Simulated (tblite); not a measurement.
Species: C6H7N2 (charge -1).
Atom-mapped SMILES: `[CH2:1]=[C:2]([CH3:3])[c:4]1[cH:5][n-:6][cH:7][n:8]1` (hydrogens: H9, H10 on C1; H11, H12, H13 on C3; H14 on C5; H15 on C7)
Bond orders are those of one Lewis drawing.

Computed with GFN2-xTB (tblite), gas phase: Langevin dynamics at 400 K from the optimised GFN2-xTB geometry, time step 0.5 fs, friction 0.01 fs⁻¹, 2000 steps.

Start geometry:
```
atom  x, y, z in Å
C1     -1.233    1.676   -0.108
C2     -0.815    0.410   -0.226
C3     -1.809   -0.712   -0.384
C4      0.574    0.038   -0.208
C5      1.145   -1.230   -0.315
N6      2.487   -1.135   -0.253
C7      2.683    0.187   -0.110
N8      1.600    0.944   -0.075
H9     -0.524    2.476    0.007
H10    -2.282    1.940   -0.121
H11    -1.635   -1.246   -1.319
H12    -1.706   -1.428    0.431
H13    -2.830   -0.328   -0.386
H14     0.662   -2.190   -0.431
H15     3.679    0.605   -0.029
```

The statistics below take the 31 frames saved every 25 fs from 250 to 1000 fs; their kinetic temperature (all 3N coordinates) averages 382 K.

Task: Give the mean, spread and extremes of the bond lengths.

Result: 
```
  bond  start (Å)  mean (Å)  standard deviation (Å)  shortest (Å)  longest (Å)
 C1=C2      1.338     1.346                   0.024         1.290        1.401
 C2–C3      1.508     1.510                   0.035         1.407        1.584
 C2–C4      1.438     1.444                   0.027         1.391        1.510
 C4–C5      1.395     1.401                   0.038         1.342        1.503
 C5–N6      1.347     1.344                   0.021         1.308        1.403
 N6–C7      1.343     1.339                   0.025         1.286        1.384
 C7–N8      1.322     1.314                   0.028         1.268        1.392
 C4–N8      1.375     1.386                   0.031         1.325        1.449
 C1–H9      1.075     1.083                   0.030         1.041        1.169
C1–H10      1.082     1.083                   0.036         1.007        1.151
C3–H11      1.090     1.100                   0.037         1.037        1.172
C3–H12      1.090     1.099                   0.030         1.050        1.166
C3–H13      1.091     1.101                   0.032         1.038        1.160
C5–H14      1.081     1.088                   0.027         1.033        1.139
C7–H15      1.083     1.085                   0.020         1.039        1.118
```

Task: Give the same statistics for bond angles, one of each kind among heavy atoms.

Result: 
| angle | start (°) | mean (°) | standard deviation (°) | smallest (°) | largest (°) |
| --- | --- | --- | --- | --- | --- |
| C1–C2–C3 | 120.5 | 119.6 | 4.2 | 111.6 | 126.9 |
| C1–C2–C4 | 123.0 | 123.2 | 3.5 | 116.1 | 128.6 |
| C3–C2–C4 | 116.5 | 116.6 | 3.4 | 108.0 | 124.6 |
| C2–C4–C5 | 129.0 | 129.4 | 3.1 | 124.3 | 135.9 |
| C2–C4–N8 | 123.5 | 123.2 | 3.3 | 117.5 | 129.4 |
| C5–C4–N8 | 107.5 | 106.8 | 2.7 | 101.7 | 110.8 |
| C4–C5–N6 | 109.9 | 109.9 | 2.2 | 105.3 | 113.9 |
| C5–N6–C7 | 102.7 | 102.6 | 1.9 | 98.3 | 106.2 |
| N6–C7–N8 | 116.5 | 117.0 | 2.7 | 111.5 | 123.3 |
| C4–N8–C7 | 103.4 | 103.3 | 2.8 | 97.9 | 109.4 |

Task: Follow the torsion C1–C2–C4–C5 through every second one of these frames.

Result: 
| t (fs) | C1–C2–C4–C5 (°) |
| --- | --- |
| 250 | -165 |
| 300 | -170 |
| 350 | -151 |
| 400 | -152 |
| 450 | -170 |
| 500 | -177 |
| 550 | -177 |
| 600 | -175 |
| 650 | -161 |
| 700 | -176 |
| 750 | 170 |
| 800 | 173 |
| 850 | -161 |
| 900 | -161 |
| 950 | -170 |
| 1000 | -162 |

Largest departure from the start value over all these frames: C1–C2–C4–C5 29° (start 180°).

Task: How widely does the potential energy scatter, against a harmonic estimate?

Result: Mean 0.64 eV above the start, standard deviation 0.151 eV, range 0.33 to 0.89 eV. For 39 classical harmonic modes at 400 K the canonical values are 39kT/2 = 0.67 eV and kT·√(39/2) = 0.152 eV.

The run is classical and short, so these are rough statistics of one trajectory.

What follows is the cost of the whole dynamics run. On one thread, Intel Xeon Platinum 8488C (x86_64), no GPU, shared host, this took 10 s and 0.18 GiB of memory at its peak.
